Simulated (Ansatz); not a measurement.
Molecule: sum formula SiPH4, net charge 0, doublet state. It need not be the lowest isomer of its formula. SMILES: [SiH2]P
Structure (B3LYP-D3(BJ)/def2-TZVP (Ansatz, a program for electronic structure) minimum search):
```xyz
6

Si    -1.1104    -0.0895     0.2616
P      1.0764     0.1108    -0.2618
H     -1.9087     0.1796    -0.9665
H     -1.4426     0.9493     1.2757
H      1.1743    -1.1014    -0.9903
H      1.5769    -0.4366     0.9464
```
Charge 0, spin multiplicity 2.

Quantity: vertical ionisation energy (to the singlet state of charge +1; each state is the SCF solution reached for its spin; for the singlet the Hartree-Fock reference is unstable and T1 is 0.025), in eV. Correlated levels leave the core frozen unless marked. UHF or UKS for open shells. Spin-orbit coupling is left out. Non-relativistic. CBS(X,Y): correlation extrapolated as X^-3; Hartree-Fock from the larger set. [CCSD(T)-MP2]/basis is that difference in the basis named.

```
level                                                                      program  vertical ionisation energy (eV)
-------------------------------------------------------------------------  -------  -------------------------------
B2PLYP/def2-TZVPD                                                           Ansatz                             7.97
SCS-MP2/aug-cc-pV(D+d)Z                                                     Ansatz                             7.86
CCSD/aug-cc-pV(T+d)Z                                                        Ansatz                             8.03
CCSD/def2-TZVPPD                                                            Ansatz                              ___
RI-MP2/CBS(aug-cc-pV(T+d)Z,aug-cc-pV(Q+d)Z)+[CCSD(T)-MP2]/aug-cc-pV(T+d)Z   Ansatz                              ___
```

Problem. What belongs in the gaps?

Solution. 
- CCSD/def2-TZVPPD, vertical ionisation energy (eV): 8.02
- RI-MP2/CBS(aug-cc-pV(T+d)Z,aug-cc-pV(Q+d)Z)+[CCSD(T)-MP2]/aug-cc-pV(T+d)Z, vertical ionisation energy (eV): 8.04
